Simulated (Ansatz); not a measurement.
Isolated molecules relaxed with PBE0-D4/def2-TZVP in Ansatz; ΔE leaves out vibrations. CCSD(T)/CBS adds triple-zeta CCSD(T) − MP2 to the extrapolated MP2 energy (def2 sets, frozen cores). Functionals use def2-TZVPP. B3LYP here is the variant with VWN-RPA as its local correlation; programs differ in this. Each species was taken in one conformer, which may not be the lowest.

`C[SiH](F)Cl` + `BCC(F)Cl` → `BC[SiH](C)F` + `FC(Cl)Cl`  (formal exchange of groups at the Si–Cl bond)

| level | ΔE (kJ/mol) | difference from CCSD(T)/CBS |
| --- | --- | --- |
| PBE-D4 | 119.1 | -16.3 |
| r2SCAN-D4 | 129.9 | -5.5 |
| PBE0-D4 | 128.7 | -6.7 |
| B3LYP-D4 | 130.8 | -4.6 |
| ωB97X-V | 134.5 | -0.9 |
| ωB97M-V | 132.9 | -2.5 |
| B2PLYP | 135.1 | -0.3 |
| PBE | 120.3 | -15.1 |
| r2SCAN | 130.3 | -5.1 |
| PBE0 | 129.9 | -5.5 |
| B3LYP | 132.8 | -2.6 |
| HF/def2-TZVPP | 156.7 | 21.3 |
| MP2/def2-TZVPP | 136.2 | 0.8 |
| SCS-MP2/def2-TZVPP | 137.2 | 1.8 |
| CCSD/def2-TZVPP | 138.4 | 3.0 |
| CCSD(T)/def2-TZVPP | 134.3 | -1.1 |
| HF/def2-QZVPP | 156.9 | 21.5 |
| MP2/def2-QZVPP | 137.0 | 1.6 |
| SCS-MP2/def2-QZVPP | 138.4 | 3.0 |
| HF/CBS(def2) | 156.9 | 21.5 |
| MP2/CBS(def2) | 137.4 | 2.0 |
| CCSD/CBS(def2) | 139.6 | 4.2 |
| CCSD(T)/CBS | 135.4 | 0 |

Largest T1 diagnostic among the species: 0.011.

In def2-TZVPP, CCSD(T) changes the Hartree–Fock value by −22.4 kJ/mol (the triples alone add −4.1 kJ/mol) and MP2 by −20.4 kJ/mol. From PBE to PBE0 (25 % exact exchange), in def2-TZVPP and without D4, ΔE moves by +9.5 kJ/mol.
